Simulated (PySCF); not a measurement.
## Ionisation energy of Kr²⁺ by level of theory

Kr²⁺ [Ar] 3d10 4s2 4p4 (3P) → Kr³⁺ [Ar] 3d10 4s2 4p3 (4S), as a difference of total energies. All numbers are calculated (PySCF 2.14, the spin-free X2C one-electron Hamiltonian (Gaussian nucleus), in x2c-TZVPall (6s5p4d1f, 48 functions)). Correlated levels: valence: [Ar] 3d10 frozen. The calculations carry no spin-orbit coupling.

```
           method  ionisation energy (eV)  difference from reference (eV)
              UHF                  34.347                          -1.491
             TPSS                  35.578                          -0.260
             PBE0                  35.556                          -0.282
    MP2 (valence)                  35.050                          -0.788
SCS-MP2 (valence)                  35.122                          -0.716
   CCSD (valence)                  35.168                          -0.670
CCSD(T) (valence)                  35.190                          -0.648
```

Reference: 35.838 ± 0.02 eV (measured; NIST Atomic Spectra Database, ionization energies).

The reference lies between the lowest fine-structure levels, while these numbers refer to the centres of the terms.

Errors of the correlated levels include the incompleteness of this basis and the frozen core.
